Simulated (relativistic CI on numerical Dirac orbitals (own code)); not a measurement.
Ba⁵⁰⁺: sensitivity of the levels to the model

Base calculation: Dirac-Coulomb-Breit CI, KLI orbitals optimised for each configuration, QED by a radiative potential, unscaled Slater integrals.

Configuration list (outside the closed core 1s2): 2s²2p², 2s2p³, 2p⁴, 2p³3s, 2p³3p, 2p³3d, 2s²2p3s, 2s²2p3p, 2s²2p3d, 2s2p²3s, 2s2p²3p, 2s2p²3d, 2s²2p4s, 2s²2p4p, 2s²2p4d, 2s²2p4f. Levels of other configurations are missing.

Variants: (1) P86 correlation estimate; (2) configuration mixing switched off; (3) Breit term removed. Shifts of the energy above 2s²2p² ³P0, in eV, for the lowest level and the first level of each name with at least 55 % of one term (blank where a level changes its place among those of its configuration and J or its character, or is not in the variant):

```csv
Level,Base,Δ(1),Δ(2),Δ(3)
2s²2p² ³P0,0.00,0.00,0.00,0.00
2s²2p² ³P1,392.88,0.00,-1.37,+6.66
2s²2p² ¹D2,409.18,0.00,-1.36,+10.11
2s²2p² ³P2,815.39,0.00,+1.49,+14.79
2s²2p² ¹S0,858.07,0.00,+4.76,+11.05
2s2p³ ³D°3,1000.81,+0.18,-3.20,+12.60
2s2p³ ³P°0,1040.41,+0.18,-3.44,+4.78
2s2p³ ¹D°2,1066.87,+0.18,-2.80,+10.38
2p⁴ ³P2,1277.66,+0.26,-7.62,+1.93
2p⁴ ¹S0,1324.31,+0.26,-10.68,-1.96
2p⁴ ³P1,1680.38,+0.26,-4.88,+6.21
2p⁴ ¹D2,1697.52,+0.26,-4.66,+9.53
2p⁴ ³P0,2123.79,+0.26,-6.85,+11.72
2s²2p3s ³P°0,5471.24,+1.28,+2.26,+12.99
2s²2p3s ³P°1,5474.22,+1.28,+1.87,+13.52
2s²2p3p ³D1,5530.72,+1.42,+1.48,+11.69
2s²2p3p ³P0,5562.35,+1.42,+2.08,+10.61
2s2p²3s ³P0,5674.75,+1.39,-3.74,+5.28
2s²2p3d ³F°2,5711.91,+1.08,+0.21,+14.14
2s²2p3s ³P°2,5890.62,+1.29,+5.31,+20.04
2s²2p3s ¹P°1,5897.01,+1.29,+5.32,+19.86
2s2p²3s ⁵P2,6013.54,+1.39,-3.64,+12.97
```

At this charge energies of transitions that change n are usually good to better than 1 %, and those within a shell (Δn = 0) to a few per cent.

Ionisation energy from the two ground configurations alone: base 9738.1 eV; Breit term removed 9753.54 eV. The NIST ASD value (theoretical) is 9739 eV.

LS names give the leading component of a level, which can be under half, so a name can repeat, a term be missing and a line seem to break the LS rules.
